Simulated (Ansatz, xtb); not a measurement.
# Isomers of C2H5BrSi in order of energy

3 gas-phase structures of C2H5BrSi, from a drawn sample of its isomers (lower ones may exist). Each was relaxed with GFN2-xTB:

A. `[SiH3]/C=C/Br`, a singlet
B. `[SiH3]/C=C\Br`, a singlet
C. `C=C([SiH3])Br`, a singlet

Make a reasoned guess at their ranking by r2SCAN-D4/def2-SVP single-point energy.

Calculated order at r2SCAN-D4/def2-SVP: A (0.0), C (0.3), B (0.3) kcal/mol. Less than 1 kcal/mol parts A and C; C and B, so the order within those pairs means little.

Energies above the lowest of each column, in kcal/mol; the last columns are at B3LYP-D3(BJ)/def2-SVP geometries:

```json
{"structure": "A", "GFN2-xTB": "0.0", "HF/STO-3G": "0.0", "r2SCAN-D4/def2-SVP": "0.0", "B3LYP-D3(BJ)/def2-SVP": "0.0", "CCSD(T)/def2-SVP + ΔMP2/def2-TZVPP": "0.1"}
{"structure": "C", "GFN2-xTB": "1.2", "HF/STO-3G": "2.1", "r2SCAN-D4/def2-SVP": "0.3", "B3LYP-D3(BJ)/def2-SVP": "0.1", "CCSD(T)/def2-SVP + ΔMP2/def2-TZVPP": "0.0"}
{"structure": "B", "GFN2-xTB": "0.2", "HF/STO-3G": "1.4", "r2SCAN-D4/def2-SVP": "0.3", "B3LYP-D3(BJ)/def2-SVP": "0.4", "CCSD(T)/def2-SVP + ΔMP2/def2-TZVPP": "0.9"}
```

CCSD(T)/def2-SVP + ΔMP2/def2-TZVPP has A and B and C within 1 kcal/mol of each other at the bottom, and every level picks one of them. CCSD(T)/def2-SVP + ΔMP2/def2-TZVPP orders those it was run on as C (0.0), A (0.1), B (0.9) kcal/mol. Less than 1 kcal/mol parts C and A; A and B, so the order within those pairs means little. ΔMP2 is the change of the MP2 energy from the smaller to the larger basis.

Programs: Ansatz 0.2.0, xtb 6.7.1.
